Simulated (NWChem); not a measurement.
C2H3BO3; SMILES B1(O)C(=O)OC1

```xyz
9

O      1.2582     1.5693     0.0000
C      0.3956     0.7478     0.0000
O     -0.9544     1.0040     0.0000
C     -1.4274    -0.3781     0.0000
B      0.0848    -0.8451     0.0000
O      0.7409    -1.9994     0.0000
H     -2.0330    -0.5845     0.8967
H     -2.0330    -0.5845    -0.8967
H      1.7015    -1.9015     0.0000
```
Atoms are numbered in this order, from 1.

Level: PBE0/def2-SVP (NWChem), optimised geometry, unscaled harmonic frequencies. 

Q: List the harmonic frequencies with IR intensities, and the thermochemistry.

A: 
```tsv
frequency (cm⁻¹)	IR intensity (km/mol)
137	1.6
253	14.1
287	9.6
530	5.1
547	80.4
621	5.5
695	61.1
774	5.3
869	3.5
873	27.1
989	121.2
1064	209.7
1163	1.1
1189	157.0
1271	28.8
1452	11.3
1566	281.2
1946	300.8
3087	11.6
3149	6.3
3874	142.1
```

```json
{
 "zero_point_energy": "37.6 kcal/mol",
 "thermal correction to the enthalpy at 298.15 K (with zero-point energy)": "41.6 kcal/mol",
 "heat capacity Cv": "18.7 cal/(mol K)",
 "entropy at 298.15 K and 1 atm (symmetry number 1)": "74.4 cal/(mol K)",
 "dipole_moment": "3.67 D"
}
```

Rigid rotor and harmonic oscillator.
